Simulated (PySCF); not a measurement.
H3O, charge +1, singlet, geometry from GFN2-xTB; CISD/cc-pVTZ (PySCF).

The PySCF input:
```python
from pyscf import gto, scf, ci

mol = gto.Mole()
mol.atom = '''
    O     0.07094020    0.00288768    0.03133554
    H    -0.02512652    0.80502202   -0.52984156
    H     0.02737561   -0.82471664   -0.49851471
    H    -0.56977067   -0.00340678    0.77767195
'''
mol.basis = 'cc-pvtz'
mol.charge = 1
mol.verbose = 4
mol.max_memory = 1800
mol.build()

mf = scf.RHF(mol)
mf.kernel()

myci = ci.CISD(mf, frozen=1)
myci.kernel()
print('E(CISD) = %.10f' % myci.e_tot)
```

Problem. Write the output that PySCF gives for this input, abridged.

Solution. 
```
PySCF version 2.14.0

[INPUT] verbose = 4
[INPUT] num. atoms = 4
[INPUT] num. electrons = 10
[INPUT] charge = 1
[INPUT] spin (= nelec alpha-beta = 2S) = 0
[INPUT] symmetry False subgroup None
[INPUT] Mole.unit = angstrom
[INPUT] Symbol           X                Y                Z      unit          X                Y                Z       unit  Magmom
[INPUT]  1 O      0.070940200000   0.002887680000   0.031335540000 AA    0.134057549222   0.005456924335   0.059215588565 Bohr   0.0
[INPUT]  2 H     -0.025126520000   0.805022020000  -0.529841560000 AA   -0.047482241263   1.521271142044  -1.001255437812 Bohr   0.0
[INPUT]  3 H      0.027375610000  -0.824716640000  -0.498514710000 AA    0.051732405393  -1.558488579972  -0.942056270967 Bohr   0.0
[INPUT]  4 H     -0.569770670000  -0.003406780000   0.777671950000 AA   -1.076710520110  -0.006437881167   1.469587000256 Bohr   0.0

nuclear repulsion = 13.8847659943723
number of shells = 27
number of NR pGTOs = 90
number of NR cGTOs = 72
basis = cc-pvtz
ecp = {}

******** <class 'pyscf.scf.hf.RHF'> ********
method = RHF
initial guess = minao
damping factor = 0
level_shift factor = 0
DIIS = <class 'pyscf.scf.diis.CDIIS'>
diis_start_cycle = 1
diis_space = 8
diis_damp = 0
SCF conv_tol = 1e-09
SCF conv_tol_grad = None
SCF max_cycles = 50
direct_scf = True
direct_scf_tol = 1e-13
Set gradient conv threshold to 3.16228e-05
Initial guess from minao.
init E= -76.6304564972228
  HOMO = -0.543362153103086  LUMO = 0.0346755493329578  gap/eV = 15.72921
cycle= 1 E= -76.3136464003426  delta_E= 0.317  |g|= 0.307  |ddm|= 1.13
  HOMO = -0.977016852737718  LUMO = -0.160158140165498  gap/eV = 22.22786
cycle= 2 E= -76.337406691161  delta_E= -0.0238  |g|= 0.0729  |ddm|= 0.254
  HOMO = -0.944849958992927  LUMO = -0.145272798050829  gap/eV = 21.75760
cycle= 3 E= -76.338376381075  delta_E= -0.00097  |g|= 0.0274  |ddm|= 0.0624
  HOMO = -0.953989947668052  LUMO = -0.145983437598852  gap/eV = 21.98698
cycle= 4 E= -76.3385084350716  delta_E= -0.000132  |g|= 0.00668  |ddm|= 0.0176
  HOMO = -0.951920258907878  LUMO = -0.14558223676803  gap/eV = 21.94158
cycle= 5 E= -76.338520401074  delta_E= -1.2e-05  |g|= 0.00152  |ddm|= 0.006
  HOMO = -0.952549370309189  LUMO = -0.145670596480803  gap/eV = 21.95629
cycle= 6 E= -76.3385212427907  delta_E= -8.42e-07  |g|= 0.000226  |ddm|= 0.00184
  HOMO = -0.952599007384213  LUMO = -0.14567682184644  gap/eV = 21.95747
cycle= 7 E= -76.3385212719403  delta_E= -2.91e-08  |g|= 4.03e-05  |ddm|= 0.000322
  HOMO = -0.952611165937396  LUMO = -0.145678461831965  gap/eV = 21.95776
cycle= 8 E= -76.3385212728939  delta_E= -9.54e-10  |g|= 5.77e-06  |ddm|= 4.96e-05
  HOMO = -0.952609368943945  LUMO = -0.145677988093199  gap/eV = 21.95772
Extra cycle  E= -76.3385212729073  delta_E= -1.35e-11  |g|= 2.31e-06  |ddm|= 8.42e-06
converged SCF energy = -76.3385212729073

******** <class 'pyscf.ci.cisd.RCISD'> ********
CISD nocc = 4, nmo = 71
frozen orbitals 1
max_cycle = 50
direct = 0
conv_tol = 1e-09
max_cycle = 50
max_space = 12
lindep = 0
nroots = 1
Init t2, MP2 energy = -0.257532580070709
RCISD converged
E(RCISD) = -76.59416779465388  E_corr = -0.2556465217465406
E(CISD) = -76.5941677947
```
